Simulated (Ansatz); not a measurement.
CH3FSSiZn (`F[CH]1S[SiH2][Zn]1`). Total charge 0; spin multiplicity 1.

Cartesian coordinates in Å:
```
F -1.268 -2.010 -0.573
C -1.029 -1.093 0.429
S 0.748 -0.703 0.579
Si 0.922 1.243 -0.410
Zn -1.389 0.826 -0.120
H -1.341 -1.544 1.372
H 1.754 2.123 0.456
H 1.604 1.158 -1.732
```

Problem. What are the harmonic wavenumbers in cm⁻¹ at PBE0-D4/def2-TZVP (Ansatz, finite differences of forces, unscaled)? (An estimate is asked.)

Solution. The calculation gave: 68, 207, 212, 325, 369, 406, 452, 542, 581, 634, 702, 956, 1020, 1024, 1319, 2196, 2214, 3115.

Problem. Is this a minimum?

Solution. Yes, all 18 modes are real.

Problem. Give the ideal-gas thermochemistry at 298.15 K and 1 bar (rigid rotor, harmonic oscillator; point group C1, symmetry number 1).

Solution. Zero-point energy 97.8 kJ/mol; H(298) − E = 118.0 kJ/mol; entropy 350.7 J/(mol·K), of which translation 172.1, rotation 118.1, vibration 60.5; G(298) − E = 13.4 kJ/mol. Modes under 100 cm⁻¹ are hindered rotations or soft bends, so the harmonic entropy is rough.

Problem. Rotational constants (cm⁻¹)?

Solution. 0.08369, 0.07074, 0.04334.
